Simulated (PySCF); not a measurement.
## Electron correlation in Sb (antimony, neutral)

[Kr] 4d10 5s2 5p3, high-spin 4S determinant. All numbers are calculated (PySCF 2.14, the spin-free X2C one-electron Hamiltonian (Gaussian nucleus), in ANO-RCC-VTZP). Frozen: [Ar] 3d10; 23 electrons correlated.

MP2 pair energies summed by pair of shells (mhartree):

```json
{"pair": "4d-4d", "energy": "-324.05", "share (%)": "48.1"}
{"pair": "4p-4d", "energy": "-102.17", "share (%)": "15.2"}
{"pair": "4d-5s", "energy": "-63.31", "share (%)": "9.4"}
{"pair": "4d-5p", "energy": "-53.55", "share (%)": "7.9"}
{"pair": "5s-5p", "energy": "-37.81", "share (%)": "5.6"}
{"pair": "4p-4p", "energy": "-28.79", "share (%)": "4.3"}
{"pair": "4s-4d", "energy": "-19.71", "share (%)": "2.9"}
{"pair": "5p-5p", "energy": "-12.42", "share (%)": "1.8"}
{"pair": "4s-4p", "energy": "-10.41", "share (%)": "1.5"}
{"pair": "5s-5s", "energy": "-7.54", "share (%)": "1.1"}
{"pair": "4p-5s", "energy": "-7.01", "share (%)": "1.0"}
{"pair": "4p-5p", "energy": "-4.30", "share (%)": "0.6"}
{"pair": "4s-4s", "energy": "-2.24", "share (%)": "0.3"}
{"pair": "4s-5s", "energy": "-0.46", "share (%)": "0.1"}
{"pair": "4s-5p", "energy": "-0.42", "share (%)": "0.1"}
```

Total MP2 correlation energy: -674.19 mhartree.

Same-spin part -244.52 and opposite-spin part -429.68 mhartree; SCS-MP2 scales them by 1/3 and 6/5 to -597.12 mhartree.
